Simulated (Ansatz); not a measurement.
Start from `COB(N)Br` and change one atom or group to get `COB(Br)Br`.

Ansatz, PBE0-D4/def2-TZVP geometries, multiplicity 1. Each molecule was computed in one conformer, which needn't be the lowest.

Scalar relativity is left out up to krypton.

| property | `COB(N)Br` |
| --- | --- |
| HOMO–LUMO gap (B3LYP/def2-TZVPP) / eV | 8.05 |
| LUMO energy (PBE0/def2-TZVPP) / eV | 0.89 |
| LUMO energy (ωB97M-V/def2-TZVPP) / eV | 2.19 |
| size of the dipole moment (ωB97M-V/def2-TZVPP) / D | 1.47 |
| HOMO energy (ωB97M-V/def2-TZVPP) / eV | -10.07 |
| size of the dipole moment (PBE/def2-TZVPP) / D | 1.51 |

Problem. What does the change do to each property? (Estimate.)

Solution. The calculation gave: 
```json
{"property": "HOMO–LUMO gap (B3LYP/def2-TZVPP) / eV", "`COB(Br)Br`": "7.14", "shift": "-0.91"}
{"property": "LUMO energy (PBE0/def2-TZVPP) / eV", "`COB(Br)Br`": "-0.55", "shift": "-1.44"}
{"property": "LUMO energy (ωB97M-V/def2-TZVPP) / eV", "`COB(Br)Br`": "1.50", "shift": "-0.69"}
{"property": "size of the dipole moment (ωB97M-V/def2-TZVPP) / D", "`COB(Br)Br`": "2.56", "shift": "1.09"}
{"property": "HOMO energy (ωB97M-V/def2-TZVPP) / eV", "`COB(Br)Br`": "-10.34", "shift": "-0.27"}
{"property": "size of the dipole moment (PBE/def2-TZVPP) / D", "`COB(Br)Br`": "2.46", "shift": "0.95"}
```

With PBE0 the HOMO falls by 0.39 eV and the LUMO falls by 1.44 eV, so the gap narrows by about 1.05 eV. PBE moves the HOMO by -0.50 eV and ωB97M-V by -0.27 eV. Dipoles are sizes alone; their direction can turn.

B3LYP here is the variant with VWN-RPA as its local correlation; programs differ in this.

Spin–orbit coupling is left out; it splits and shifts lone-pair levels of the heavy atoms by tenths of an eV.
